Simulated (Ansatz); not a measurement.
Coupled-cluster diagnostics for Ge(CF3)H3 (CH₃F₃Ge), Ansatz.

Geometry of the singlet (PBE-D4/def2-SVP):

```xyz
8

C    -0.292    0.563   -0.767
F    -0.083    1.881   -0.522
F    -1.614    0.401   -1.025
F     0.385    0.247   -1.900
Ge    0.298   -0.573    0.782
H    -0.044   -2.042    0.444
H    -0.470   -0.095    2.034
H     1.821   -0.380    0.953
```

Correlated methods freeze 13 core orbitals; core or outer-core shells of Ge are correlated, in sets that lack core-valence functions. Another isomer (singlet) lies 3.98 eV lower at PBE0-D4/def2-TZVP; other spin states weren't run for this one.

Estimate the CCSD(T) correlation energy, the shares of MP2 and (T), T1 and the reference's ⟨S²⟩ for: charge 0, singlet, own geometry in def2-SVP; and the rough time on 2 threads of Arm Neoverse V2 on a shared host.


```
                          state     basis  correlation (eV)  MP2 share (%)  (T) share (%)     T1  ⟨S²⟩ (pure)  wall time
charge 0, singlet, own geometry  def2-SVP           -26.097           95.7            2.2  0.012  0.00 (0.00)       11 s
```
Customary marks for T1 are 0.02 (closed shells), 0.045 (open shells) and about 0.05 (3d metals). T1 stays under 0.02 throughout.
